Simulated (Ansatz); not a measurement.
Geometry optimisation, Ansatz, RHF/def2-SVP.

Input:

```yaml
crystal:
  periodic: [false, false, false]
  atoms:
    - { symbol: B, position_ang: [-0.018748, 0.610702, -0.369922] }
    - { symbol: H, position_ang: [0.173499, -0.328247, 1.826036] }
    - { symbol: C, position_ang: [1.381611, 0.061992, -0.775643] }
    - { symbol: H, position_ang: [1.417119, -1.028253, -0.738692] }
    - { symbol: H, position_ang: [1.549867, 0.36032, -1.81848] }
    - { symbol: H, position_ang: [2.200826, 0.482873, -0.19415] }
    - { symbol: H, position_ang: [-1.054608, 0.036894, -0.487216] }
    - { symbol: Br, position_ang: [-0.180115, 2.516351, 0.2404] }
    - { symbol: H, position_ang: [0.15105, 0.371968, 1.946067] }
basis:
  gaussian: { orbitals: def2-SVP }
hamiltonian:
  xc: hf
relax:
  f_tol: 0.03
  max_steps: 50
```

Command:

```bash
$ ansatz run input.yaml --threads 1 --pin off --max-ram 2048MiB --backend cpu --events-out ev --progress --plain --runs-dir out
```

Question: Where does it end, and by what steps?

Answer: The forces met the threshold. The force dipped under the threshold on the way, but the program's further checks kept it going. After 29 steps the energy has fallen by 0.247 eV; H2 moved furthest, 1.60 Å.

```csv
step,energy less start (eV),largest force component (eV/Å),accepted
0,0.0000,1.594,yes
2,-0.2076,0.235,yes
4,-0.2352,0.128,yes
6,-0.2408,0.083,yes
8,-0.2363,0.463,no
10,-0.2442,0.057,yes
12,-0.2446,0.030,yes
14,-0.2453,0.084,yes
16,-0.2459,0.041,yes
18,-0.2459,0.073,no
20,-0.2462,0.143,yes
22,-0.2465,0.033,yes
24,-0.2468,0.101,yes
26,-0.2469,0.024,yes
28,-0.2470,0.132,no
29,-0.2472,0.030,yes
```

```xyz
9
Properties=species:S:1:pos:R:3
B 0.055 0.837 -0.853
H -0.041 -0.758 3.347
C 1.456 0.211 -1.159
H 1.494 -0.784 -0.701
H 1.557 0.050 -2.237
H 2.303 0.794 -0.802
H -0.966 0.353 -1.240
Br -0.141 2.446 0.202
H -0.097 -0.066 3.071
```

Whether the end is a true minimum wasn't checked by a vibrational analysis.

Time of the run: 53 s on 1 thread of Arm Neoverse V1, on a shared host, peak memory 0.17 GiB.
